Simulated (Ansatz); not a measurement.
A structure relaxed at PBE0-D4/def2-TZVP, charge 0, multiplicity 1:

```xyz
11

O     1.046   -0.662    2.314
C     1.293   -0.439    1.157
Si    0.197    0.736    0.083
Si   -0.820   -0.499   -1.629
S    -1.205    1.551    1.457
H     2.172   -0.931    0.681
H     1.107    1.760   -0.504
H    -1.729    0.387   -2.403
H     0.212   -1.055   -2.546
H    -1.601   -1.613   -1.033
H    -0.672    0.766    2.423
```

Question: Give its formula and SMILES.

Answer: CH6OSSi2, `O=C[SiH]([SiH3])S`.

Question: Summarise the bond lengths by kind.

Answer: 1 × C–O 1.205 Å; 1 × C–Si 1.933 Å; 1 × C–H 1.114 Å; 1 × Si–Si 2.343 Å; 1 × S–Si 2.126 Å; 4 × H–Si 1.486 to 1.490 Å; 1 × H–S 1.354 Å.

All numbers were calculated with Ansatz.
